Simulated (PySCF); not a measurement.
Al(OH)(SH)2 (AlH₃OS₂), SMILES [OH][Al]([SH])[SH].

Geometry optimised at B3LYP-D3(BJ)/def2-SVP. The values are those of a single conformer.

All values below come from PySCF with PBE0/def2-TZVP.

Symmetry labels are those of the subgroup Cs that the program uses (full group Cs).

### Question
List the valence orbital energies around the gap with their symmetry. (Estimate from the structure and the level; the computed values follow.)

### Answer

```tsv
orbital	symmetry	energy (eV)
HOMO−7	A'	-11.92
HOMO−6	A'	-11.73
HOMO−5	A'	-10.16
HOMO−4	A'	-9.68
HOMO−3	A"	-9.65
HOMO−2	A'	-8.74
HOMO−1	A"	-8.04
HOMO	A"	-7.62
LUMO	A'	-0.57
LUMO+1	A"	-0.12
LUMO+2	A'	0.18
LUMO+3	A'	0.39
```
